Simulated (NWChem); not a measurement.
System: TeClF; SMILES F[Te]Cl

The following NWChem deck was run.

```
start job
memory heap 200 mb stack 900 mb global 1100 mb
geometry units angstroms noautoz
  Te    -0.276197     0.428979     0.000000
  F      1.555932     1.048929     0.000000
  Cl     0.145014    -1.882993     0.000000
end
basis spherical
  * library def2-svpd
end
ecp
  Te library def2-ecp
end
dft
  xc xpbe96 cpbe96
  iterations 150
end
tddft
  cis
  nroots 6
  notriplet
end
task tddft energy
```

NWChem printed, in part:

```
             Northwest Computational Chemistry Package (NWChem) 7.3.0
             --------------------------------------------------------

 CS  symmetry detected

                             Geometry "geometry" -> ""
                             -------------------------

 Output coordinates in angstroms (scale by  1.889725989 to convert to a.u.)

  No.       Tag          Charge          X              Y              Z
 ---- ---------------- ---------- -------------- -------------- --------------
    1 Te                  52.0000    -0.32639227     0.41513067     0.00000000
    2 F                    9.0000     1.46909234     1.13434530     0.00000000
    3 Cl                  17.0000     0.22062159    -1.87034720     0.00000000

 Effective nuclear repulsion energy (a.u.)     351.9832979649

      Symmetry information
      --------------------

 Group name             Cs
 Group number              2
 Group order               2
 No. of unique centers     3

 Summary of "ao basis" -> "ao basis" (spherical)
 ------------------------------------------------------------------------------
       Tag                 Description            Shells   Functions and Types
 ---------------- ------------------------------  ------  ---------------------
 Te                        def2-svpd                13       35   5s5p3d
 F                         def2-svpd                 9       23   4s3p2d
 Cl                        def2-svpd                11       27   5s4p2d

      Symmetry analysis of basis
      --------------------------

        a'         59
        a"         26

            General Information
            -------------------
          SCF calculation type: DFT
          Wavefunction type:  closed shell.
          No. of atoms     :     3
          No. of electrons :    50
           Alpha electrons :    25
            Beta electrons :    25
          Charge           :     0
          Spin multiplicity:     1
          Use of symmetry is: off; symmetry adaption is: on
          Maximum number of iterations: 150
          AO basis - number of functions:    85
                     number of shells:    33
          Convergence on energy requested:  1.00D-06
          Convergence on density requested:  1.00D-05
          Convergence on gradient requested:  5.00D-04

              XC Information
              --------------
          PerdewBurkeErnzerhof Exchange Functional  1.000
            Perdew 1991 LDA Correlation Functional  1.000 local
           PerdewBurkeErnz. Correlation Functional  1.000 non-local

             Grid Information
             ----------------
          Grid used for XC integration:  medium
          Radial quadrature: Mura-Knowles
          Angular quadrature: Lebedev.
          Tag              B.-S. Rad. Rad. Pts. Rad. Cut. Ang. Pts.
          ---              ---------- --------- --------- ---------
          Te                  1.40      123          12.0       590
          F                   0.50       49          12.0       434
          Cl                  1.00       88          12.0       590
          Grid pruning is: on
          Number of quadrature shells:   260
          Spatial weights used:  Erf1

      Superposition of Atomic Density Guess
      -------------------------------------

 Sum of atomic energies:        -869.84845735

      Non-variational initial energy
      ------------------------------

 Total energy =    -825.677377
 1-e energy   =   -1591.394468
 2-e energy   =     589.864527
 HOMO         =      -0.211057
 LUMO         =      -0.082143

      Symmetry analysis of molecular orbitals - initial
      -------------------------------------------------

  Numbering of irreducible representations:

     1 a'          2 a"

  Orbital symmetries:

     1 a'          2 a'          3 a'          4 a'          5 a'
     6 a"          7 a'          8 a'          9 a'         10 a"
    11 a'         12 a'         13 a'         14 a"         15 a"
    16 a'         17 a'         18 a'         19 a'         20 a"
    21 a'         22 a'         23 a"         24 a'         25 a"
    26 a'         27 a'         28 a'         29 a"         30 a'
    31 a'         32 a'         33 a'         34 a"         35 a'

   convergence    iter        energy       DeltaE   RMS-Dens  Diis-err
 ---------------- ----- ----------------- --------- --------- ---------
 d= 0,ls=0.0,diis     1   -827.4830916871 -1.00D+03  2.81D-02  7.16D-01
 d= 0,ls=0.0,diis     2   -826.6756964248  8.07D-01  1.84D-02  8.79D+00
 d= 0,ls=0.0,diis     3   -827.5477680464 -8.72D-01  8.14D-03  1.81D-01
 d= 0,ls=0.0,diis     4   -827.5578605805 -1.01D-02  4.00D-03  1.22D-01
 d= 0,ls=0.0,diis     5   -827.5766572907 -1.88D-02  8.52D-04  4.56D-03
  Resetting Diis
 d= 0,ls=0.0,diis     6   -827.5773101020 -6.53D-04  1.74D-04  1.55D-04
 d= 0,ls=0.0,diis     7   -827.5773375624 -2.75D-05  7.57D-05  9.03D-06
 d= 0,ls=0.0,diis     8   -827.5773361447  1.42D-06  5.46D-05  1.79D-05
 d= 0,ls=0.0,diis     9   -827.5773384254 -2.28D-06  1.49D-05  3.83D-06
 d= 0,ls=0.0,diis    10   -827.5773388784 -4.53D-07  3.38D-06  9.44D-08

         Total DFT energy =     -827.577338878383
      One electron energy =    -1591.252014038047
           Coulomb energy =      646.965379138322
    Exchange-Corr. energy =      -59.143268117439
 Nuclear repulsion energy =      175.852564138782

 Numeric. integr. density =       50.000006118337

                  Occupations of the irreducible representations
                  ----------------------------------------------

                     irrep           alpha         beta
                     --------     --------     --------
                     a'               18.0         18.0
                     a"                7.0          7.0

                       DFT Final Molecular Orbital Analysis
                       ------------------------------------

 Vector   23  Occ=2.000000D+00  E=-3.165079D-01  Symmetry=a"
              MO Center=  2.3D-01, -1.5D+00, -9.6D-11, r^2= 2.1D+00
   Bfn.  Coefficient  Atom+Function         Bfn.  Coefficient  Atom+Function
  ----- ------------  ---------------      ----- ------------  ---------------
    72      0.554394  3 Cl pz                69      0.442736  3 Cl pz
    66      0.255342  3 Cl pz                42      0.178357  2 F  pz
    14      0.166942  1 Te pz                45     -0.117527  2 F  pz
    17      0.103719  1 Te pz                75      0.085813  3 Cl pz
    11     -0.063910  1 Te pz                 8     -0.050143  1 Te pz

 Vector   24  Occ=2.000000D+00  E=-3.139135D-01  Symmetry=a'
              MO Center=  2.5D-01, -1.6D+00,  6.8D-12, r^2= 1.9D+00
   Bfn.  Coefficient  Atom+Function         Bfn.  Coefficient  Atom+Function
  ----- ------------  ---------------      ----- ------------  ---------------
    70      0.572833  3 Cl px                67      0.455373  3 Cl px
    64      0.262241  3 Cl px                41     -0.132335  2 F  py
     4      0.113627  1 Te s                 71      0.111308  3 Cl py
    40     -0.106193  2 F  px                68      0.093658  3 Cl py
    44      0.092305  2 F  py                73      0.091024  3 Cl px

 Vector   25  Occ=2.000000D+00  E=-2.080414D-01  Symmetry=a"
              MO Center= -2.2D-01,  1.9D-01, -7.5D-11, r^2= 3.0D+00
   Bfn.  Coefficient  Atom+Function         Bfn.  Coefficient  Atom+Function
  ----- ------------  ---------------      ----- ------------  ---------------
    14      0.600247  1 Te pz                17      0.489582  1 Te pz
    72     -0.254151  3 Cl pz                11     -0.225233  1 Te pz
    42      0.209964  2 F  pz                69     -0.197336  3 Cl pz
     8     -0.174961  1 Te pz                45     -0.142641  2 F  pz
    66     -0.110165  3 Cl pz                48     -0.059719  2 F  pz

 Vector   26  Occ=0.000000D+00  E=-1.403517D-01  Symmetry=a'
              MO Center= -3.0D-01,  1.7D-01,  1.0D-10, r^2= 3.8D+00
   Bfn.  Coefficient  Atom+Function         Bfn.  Coefficient  Atom+Function
  ----- ------------  ---------------      ----- ------------  ---------------
    13      0.550999  1 Te py                16      0.514885  1 Te py
    71      0.299641  3 Cl py                68      0.205767  3 Cl py
    15      0.199721  1 Te px                10     -0.198349  1 Te py
    40     -0.195498  2 F  px                70     -0.190950  3 Cl px
    12      0.168577  1 Te px                 7     -0.153220  1 Te py

[...]

                                NWChem TDDFT Module
                                -------------------

            General Information
            -------------------
           No. of orbitals :     170
            Alpha orbitals :      85
             Beta orbitals :      85
        Alpha frozen cores :       0
         Beta frozen cores :       0
     Alpha frozen virtuals :       0
      Beta frozen virtuals :       0
         Spin multiplicity :       1
    Number of AO functions :      85
        Use of symmetry is : off
      Symmetry adaption is : on
         Schwarz screening :  0.10D-07

              XC Information
              --------------
   PerdewBurkeErnzerhof Exchange Functional   1.00
     Perdew 1991 LDA Correlation Functional   1.00 local
    PerdewBurkeErnz. Correlation Functional   1.00 non-local

             TDDFT Information
             -----------------
          Calculation type : Tamm-Dancoff TDDFT
         Wavefunction type : Restricted singlets
          No. of electrons :      50
           Alpha electrons :      25
            Beta electrons :      25
              No. of roots :       6
          Max subspacesize :    5200
            Max iterations :     100
               Target root :       1
           Target symmetry : none
      Symmetry restriction : off
                 Algorithm : Optimal
        Davidson threshold :  0.10D-03

    6 smallest eigenvalue differences (eV)
--------------------------------------------------------
  No. Spin  Occ  Vir  Irrep   E(Occ)    E(Vir)   E(Diff)
--------------------------------------------------------
    1    1   25   26 a"       -0.208    -0.140     1.842
    2    1   25   27 a"       -0.208    -0.134     2.021
    3    1   24   26 a'       -0.314    -0.140     4.723
    4    1   23   26 a"       -0.317    -0.140     4.793
    5    1   24   27 a'       -0.314    -0.134     4.902
    6    1   23   27 a"       -0.317    -0.134     4.973
--------------------------------------------------------

  Entering Davidson iterations
  Restricted singlet excited states

  Iter   NTrls   NConv    DeltaV     DeltaE      Time
  ----  ------  ------  ---------  ---------  ---------
    1      6       0     0.14E+00   0.10+100        7.7
    2     12       0     0.98E-01   0.18E-01        6.1
    3     18       1     0.51E-01   0.76E-02        8.3
    4     23       4     0.13E-01   0.34E-02        6.1
    5     25       4     0.23E-02   0.16E-03        5.6
    6     27       5     0.27E-03   0.42E-05        7.1
    7     28       6     0.77E-04   0.61E-07        4.6
  ----  ------  ------  ---------  ---------  ---------
  Convergence criterion met

  Ground state a'       -827.577338878383 a.u.

  ----------------------------------------------------------------------------
  Root   1 singlet a"             0.080554445 a.u.                2.1920 eV
  ----------------------------------------------------------------------------
     Transition Moments    X -0.00000   Y  0.00000   Z  0.10188
     Dipole Oscillator Strength                    0.0005574341
     Electric Quadrupole                           0.0000000044
     Magnetic Dipole                               0.0000006917
     Total Oscillator Strength                     0.0005581302

     Occ.   25  a"  ---  Virt.   26  a'      -0.99786
  ----------------------------------------------------------------------------
  Root   2 singlet a"             0.091430293 a.u.                2.4879 eV
  ----------------------------------------------------------------------------
     Transition Moments    X  0.00000   Y -0.00000   Z -0.03482
     Dipole Oscillator Strength                    0.0000738902
     Electric Quadrupole                           0.0000000069
     Magnetic Dipole                               0.0000007952
     Total Oscillator Strength                     0.0000746922

     Occ.   25  a"  ---  Virt.   27  a'       0.99527
  ----------------------------------------------------------------------------
  Root   3 singlet a"             0.181249718 a.u.                4.9321 eV
  ----------------------------------------------------------------------------
     Transition Moments    X -0.00000   Y  0.00000   Z -0.08045
     Dipole Oscillator Strength                    0.0007821187
     Electric Quadrupole                           0.0000000063
     Magnetic Dipole                               0.0000000906
     Total Oscillator Strength                     0.0007822156

     Occ.   23  a"  ---  Virt.   26  a'      -0.90709
     Occ.   23  a"  ---  Virt.   27  a'      -0.41772
  ----------------------------------------------------------------------------
  Root   4 singlet a'             0.183961380 a.u.                5.0058 eV
  ----------------------------------------------------------------------------
     Transition Moments    X -0.14750   Y  0.19728   Z  0.00000
     Dipole Oscillator Strength                    0.0074415668
     Electric Quadrupole                           0.0000000190
     Magnetic Dipole                               0.0000000000
     Total Oscillator Strength                     0.0074415858

     Occ.   22  a'  ---  Virt.   26  a'       0.18226
     Occ.   22  a'  ---  Virt.   27  a'      -0.10471
     Occ.   24  a'  ---  Virt.   26  a'      -0.96964
     Occ.   24  a'  ---  Virt.   27  a'       0.09145
  ----------------------------------------------------------------------------
  Root   5 singlet a"             0.190251102 a.u.                5.1770 eV
  ----------------------------------------------------------------------------
     Transition Moments    X -0.00000   Y -0.00000   Z -0.06521
     Dipole Oscillator Strength                    0.0005394023
     Electric Quadrupole                           0.0000000279
     Magnetic Dipole                               0.0000000732
     Total Oscillator Strength                     0.0005395034

     Occ.   23  a"  ---  Virt.   26  a'      -0.41672
     Occ.   23  a"  ---  Virt.   27  a'       0.90392
     Occ.   25  a"  ---  Virt.   28  a'      -0.05769
  ----------------------------------------------------------------------------
  Root   6 singlet a'             0.193092533 a.u.                5.2543 eV
  ----------------------------------------------------------------------------
     Transition Moments    X -0.09902   Y -0.15558   Z  0.00000
     Dipole Oscillator Strength                    0.0043779855
     Electric Quadrupole                           0.0000000325
     Magnetic Dipole                               0.0000000191
     Total Oscillator Strength                     0.0043780371

     Occ.   19  a'  ---  Virt.   27  a'       0.06418
     Occ.   22  a'  ---  Virt.   26  a'      -0.28058
     Occ.   22  a'  ---  Virt.   27  a'       0.11404
     Occ.   24  a'  ---  Virt.   27  a'       0.94657

              Target root =      1
          Target symmetry = none
      Ground state energy =   -827.577338878383
        Excitation energy =      0.080554445449
     Excited state energy =   -827.496784432934

  stored tddft:energy   -827.49678443293374
```

Level: PBE/def2-SVPD with def2 effective core potentials on Te, TDA. Geometry: optimised at PBE0/def2-SVP. Not confirmed as a minimum by frequencies. def2 effective core potentials on Te; no spin-orbit coupling.
